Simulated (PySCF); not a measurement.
Rotational lines of NaBr

Lines J+1 ← J of the vibrational ground state, computed from RHF-CCSD(T) constants of NaBr, ¹Σ⁺ (singlet), closed shell (Na 6-31G(d,p), Br 6-31G(d,p); no relativity (PySCF 2.14); masses 22.9898 and 78.9183 u), in MHz:

```tsv
J	ν (MHz)
2	26285.4
3	35046.7
4	43807.6
5	52568.0
6	61327.7
```

Problem. Find B0 and the effective bond length r0; with αe = 0.000773 cm⁻¹, find Re.

Solution. ν = 2B0(J+1) − 4D(J+1)³ gives B0 = 0.14613 cm⁻¹. With the reduced mass μred = 17.803 u, r0 = √(16.8576/(μred·B0)) (u, cm⁻¹, Å) = 2.5455 Å. Be = B0 + αe/2 = 0.14652 cm⁻¹ gives Re = 2.542 Å.

Correlated steps freeze 10 core orbitals. Correlated levels converge slowly with the basis: in double zeta they bind strong bonds too weakly, by up to about 1 eV, and carry superposition errors of some tenths. Where the molecule has an RHF reference, its open-shell atoms are computed with UHF.
